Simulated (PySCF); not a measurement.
C2H6FNbS, multiplicity 1. Atoms are numbered in the order given.

```xyz
11

Nb    -0.0312    -0.1274     0.1632
S      1.0016     1.0571    -1.3026
F      1.1158    -0.9932     1.3650
C     -1.2253    -1.5148    -0.9444
H     -1.9525    -0.9561    -1.5605
H     -1.7736    -2.1562    -0.2282
H     -0.6300    -2.1540    -1.6172
C     -1.3696     1.2128     1.1582
H     -0.8530     2.0630     1.6335
H     -1.9218     0.6469     1.9327
H     -2.0887     1.6184     0.4241
```
Charge 0, spin multiplicity 1.

The structure is a stationary point at B3LYP-D3(BJ)/def2-SVP. The multiplicity is an assumed one; other spin states were not compared. The def2 effective core potentials stand for the cores of Nb; spin–orbit coupling is left out.

Level of theory: TDDFT-PBE/def2-SVPD in PySCF.

Vertical excitations. Gas-phase values at a fixed geometry.

Question: List the lowest excited states. (Estimate from the structure and the level; the computed values follow.)

Answer: 
```csv
state,energy (eV),λ (nm),f,main pairs
S1,3.41,364,0.000,HOMO−1→LUMO 92 %
S2,3.55,349,0.003,HOMO→LUMO 85 %
S3,3.76,330,0.000,HOMO→LUMO+1 91 %
S4,4.16,298,0.012,"HOMO−1→LUMO+1 56 %, HOMO−2→LUMO 27 %"
S5,4.20,295,0.004,HOMO−3→LUMO 97 %
S6,4.24,292,0.006,"HOMO−2→LUMO 59 %, HOMO−1→LUMO+1 15 %, HOMO−4→LUMO 9 %"
S7,4.40,282,0.004,HOMO−4→LUMO 89 %
S8,4.52,274,0.003,"HOMO−2→LUMO+1 66 %, HOMO−4→LUMO+1 33 %"
S9,4.63,268,0.000,"HOMO−4→LUMO+1 66 %, HOMO−2→LUMO+1 32 %"
S10,4.67,266,0.009,HOMO−3→LUMO+1 85 %
T1,2.94,422,0,"HOMO→LUMO 85 %, HOMO−1→LUMO+1 13 %"
T2,3.12,397,0,"HOMO−1→LUMO 85 %, HOMO→LUMO+1 14 %"
T3,3.25,382,0,"HOMO−1→LUMO+1 85 %, HOMO→LUMO 13 %"
T4,3.47,357,0,"HOMO→LUMO+1 84 %, HOMO−1→LUMO 14 %"
```
Triplets are in the Tamm–Dancoff approximation, which puts them higher than full response would, so one can lie above its singlet here.
